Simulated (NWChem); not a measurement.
Everything below was run with NWChem. System: F2S, charge 1, spin multiplicity 2, at the geometry of a parent with another charge or spin, in a state set for the comparison that need not be this species' ground state. Its SCF solution wasn't tested for a lower state. Level: UMP2/def2-QZVP, 7 core orbitals frozen.

Input file:

```
start mol
memory heap 200 mb stack 900 mb global 1100 mb
charge 1
geometry units angstroms nocenter noautoz
  F      1.239961     0.000000    -0.494002
  S      0.000000     0.000000     0.555752
  F     -1.239961     0.000000    -0.494002
  symmetry group C2v
end
basis spherical
  * library def2-qzvp
end
scf
  uhf
  nopen 1
  maxiter 100
  thresh 1e-7
  semidirect memsize 60000000 filesize 0
  # guess.movecs holds the orbitals of an unrestricted PBE0 run
  vectors input guess.movecs output mol.movecs
end
mp2
  freeze core 7
end
task mp2 energy
```

NWChem printed:

```
             Northwest Computational Chemistry Package (NWChem) 7.3.0
             --------------------------------------------------------

                                NWChem Input Module
                                -------------------

 Scaling coordinates for geometry "geometry" by  1.889725989
 (inverse scale =  0.529177249)

 Turning off AUTOSYM since
 SYMMETRY directive was detected!

                             Geometry "geometry" -> ""
                             -------------------------

 Output coordinates in angstroms (scale by  1.889725989 to convert to a.u.)

  No.       Tag          Charge          X              Y              Z
 ---- ---------------- ---------- -------------- -------------- --------------
    1 F                    9.0000     1.23996100     0.00000000    -0.49400200
    2 S                   16.0000     0.00000000     0.00000000     0.55575200
    3 F                    9.0000    -1.23996100     0.00000000    -0.49400200

 Effective nuclear repulsion energy (a.u.)     111.0908664406

            Nuclear Dipole moment (a.u.)
            ----------------------------
        X                 Y               Z
 ---------------- ---------------- ----------------
     0.0000000000     0.0000000000    -0.0000075589

      Symmetry information
      --------------------

 Group name             C2v
 Group number             16
 Group order               4
 No. of unique centers     2

      Symmetry unique atoms

     1    2


 Summary of "ao basis" -> "" (spherical)
 ------------------------------------------------------------------------------
       Tag                 Description            Shells   Functions and Types
 ---------------- ------------------------------  ------  ---------------------
 *                         def2-qzvp                  on all atoms

 Summary of "ao basis" -> "ao basis" (spherical)
 ------------------------------------------------------------------------------
       Tag                 Description            Shells   Functions and Types
 ---------------- ------------------------------  ------  ---------------------
 F                         def2-qzvp                17       57   7s4p3d2f1g
 S                         def2-qzvp                22       70   9s6p4d2f1g

                                 NWChem SCF Module
                                 -----------------

  ao basis        = "ao basis"
  functions       =   184
  atoms           =     3
  alpha electrons =    17
  beta  electrons =    16
  charge          =   1.00
  wavefunction    = UHF
  use symmetry    = T
  symmetry adapt  = T

 Summary of "ao basis" -> "ao basis" (spherical)
 ------------------------------------------------------------------------------
       Tag                 Description            Shells   Functions and Types
 ---------------- ------------------------------  ------  ---------------------
 F                         def2-qzvp                17       57   7s4p3d2f1g
 S                         def2-qzvp                22       70   9s6p4d2f1g

      Symmetry analysis of basis
      --------------------------

        a1         67
        a2         28
        b1         53
        b2         36

 Forming initial guess at       0.5s

   Symmetry analysis of molecular orbitals - initial alpha
   -------------------------------------------------------

  Numbering of irreducible representations:

     1 a1          2 a2          3 b1          4 b2

  Orbital symmetries:

     1 a1          2 b1          3 a1          4 a1          5 b2
[...]
   -------------------------------------

    Atom       Charge   Shell Charges
 -----------   ------   -------------------------------------------------------
    1 F    9     4.57   0.58  0.01  0.32  0.08  0.27  0.53  0.19  0.73  0.89  0.81  0.15  0.00  0.00  0.01  0.00  0.00  0.00
    2 S   16     6.86   0.83  0.01  0.14  0.16  0.54  0.29  0.24  0.57  0.11  2.89 -0.01  0.18  0.40  0.31  0.01  0.00  0.02  0.07  0.05  0.03  0.01  0.01
    3 F    9     4.57   0.58  0.01  0.32  0.08  0.27  0.53  0.19  0.73  0.89  0.81  0.15  0.00  0.00  0.01  0.00  0.00  0.00

   Mulliken analysis of the spin density
   -------------------------------------

    Atom       Charge   Shell Charges
 -----------   ------   -------------------------------------------------------
    1 F    9     0.04   0.00  0.00 -0.00 -0.00  0.00  0.00 -0.00  0.03  0.03 -0.00 -0.02 -0.00  0.00 -0.00 -0.00  0.00  0.00
    2 S   16     0.91   0.00 -0.00 -0.00  0.00  0.00 -0.01  0.01  0.04 -0.01  0.02 -0.00  0.06  0.41  0.35  0.03  0.00  0.00  0.01  0.00 -0.00 -0.00 -0.00
    3 F    9     0.04   0.00  0.00 -0.00 -0.00  0.00  0.00 -0.00  0.03  0.03 -0.00 -0.02 -0.00  0.00 -0.00 -0.00  0.00  0.00

       Multipole analysis of the density wrt the origin
       ------------------------------------------------

     L   x y z        total         alpha         beta         nuclear
     -   - - -        -----         -----         ----         -------
     0   0 0 0      1.000000    -17.000000    -16.000000     34.000000

     1   1 0 0     -0.000000     -0.000000     -0.000000      0.000000
     1   0 1 0     -0.000000     -0.000000     -0.000000      0.000000
     1   0 0 1      1.248163      0.211173      1.036998     -0.000008

     2   2 0 0    -13.767555    -56.882250    -55.714720     98.829416
     2   1 1 0     -0.000000     -0.000000      0.000000      0.000000
     2   1 0 1      0.000000     -0.000000      0.000000      0.000000
     2   0 2 0    -13.649607     -8.016094     -5.633513      0.000000
     2   0 1 1     -0.000000      0.000000     -0.000000      0.000000
     2   0 0 2    -12.449100    -23.632767    -22.150247     33.333915

                   NWChem MP2 Semi-direct Energy/Gradient Module
                   ---------------------------------------------

  Basis functions       =    184
  Molecular orbitals    =    184
  Frozen core           =      7
  Frozen virtuals       =      0
  Active alpha occupied =     10
  Active beta occupied  =      9
  Active alpha virtual  =    167
  Active beta virtual   =    168
  Use MO symmetry       = T
  Use skeleton AO sym   = T

  AO/Fock/Back tols     =   1.0D-09  1.0D-09  1.0D-09

 GA uses MA = F    GA memory limited = T

 Available:
  local mem=  1.26D+08
 global mem=  1.44D+08
 local disk=  0.00D+00
  mp2_memr nvloc                   167
  nvloc new                   167
   1 passes of  10:        7340032                     207041                  92376477.
   1 passes of  10: M    126146261           G      144111488           F     118806229.

 Semi-direct pass number   1 of   1  for UHF alpha       at       26.7s
  vrange nnbf                 16259
  mp2_eaftype                   352  avail_ma_in_mb                  1099
 EAF : mp2_eaftype filesize         352   46188238.
  mp2_eaf for mointskh                    352
Node 0 wrote    217.2 Mb in      0.4 s     Agg I/O rate:   557.3 Mb/s
 Done moints_semi at       60.9s
  mp2_eaftype                   352  avail_ma_in_mb                   747
 EAF : mp2_eaftype filesize         352   46188238.
  mp2_eaf for kh                   352
 Done maket at       62.1s
 Done multipass loop at       62.1s

 GA uses MA = F    GA memory limited = T

 Available:
  local mem=  1.26D+08
 global mem=  1.44D+08
 local disk=  0.00D+00
  mp2_memr nvloc                   168
  nvloc new                   168
   1 passes of   9:        7340032                     193987                  83642142.
   1 passes of   9: M    126146261           G      144111488           F     118806229.

 Semi-direct pass number   1 of   1  for UHF beta        at       62.3s
  vrange nnbf                 16259
  mp2_eaftype                   319  avail_ma_in_mb                  1099
 EAF : mp2_eaftype filesize         319   41821071.
  mp2_eaf for mointskh                    319
Node 0 wrote    196.7 Mb in      0.3 s     Agg I/O rate:   563.0 Mb/s
 Done moints_semi at       95.8s
  mp2_eaftype                   319  avail_ma_in_mb                   780
 EAF : mp2_eaftype filesize         319   41821071.
  mp2_eaf for kh                   319
 Done maket at       96.8s
 Done multipass loop at       96.8s

          -------------------------------------------
          SCF energy                -596.106690014042
          Correlation energy          -0.715503626603
          Singlet pairs                0.000000000000
          Triplet pairs                0.000000000000
          Total MP2 energy          -596.822193640645
          -------------------------------------------

          ---------------------------------------------------
                    Spin Component Scaled (SCS) MP2
          Same spin pairs                     -0.180983852051
          Same spin scaling factor             0.333333333333
          Opposite spin pairs                 -0.534519774552
          Opposite spin scaling fact.          1.200000000000
          SCS-MP2 correlation energy          -0.701751680146
          Total SCS-MP2 energy              -596.808441694188
          ---------------------------------------------------

 -----------------------
 Performance information
 -----------------------

 Timer overhead =  1.38D-07 seconds/call

               Nr. of calls         CPU time (s)                 Wall time (s)                GFlops
             ---------------    -------------------     ------------------------------   -------------------
Name         Min   Avg   Max    Min     Avg     Max     Min     Avg     Max   Mx/calls   Min     Max     Sum
mp2: moin     2     2     2    68.     68.     68.      68.     68.     68.     34.      0.0     0.0     0.0
mp2: make     2     2     2    2.2     2.2     2.2      2.2     2.2     2.2     1.1      0.0     0.0     0.0
mp2: tota     1     1     1    71.     71.     71.      71.     71.     71.     71.      0.0     0.0     0.0

 The average no. of pstat calls per process was 5.00D+00
 with a timing overhead of 6.88D-07s

 Task  times  cpu:       96.8s     wall:       96.8s

 Total times  cpu:       96.8s     wall:       96.8s
```
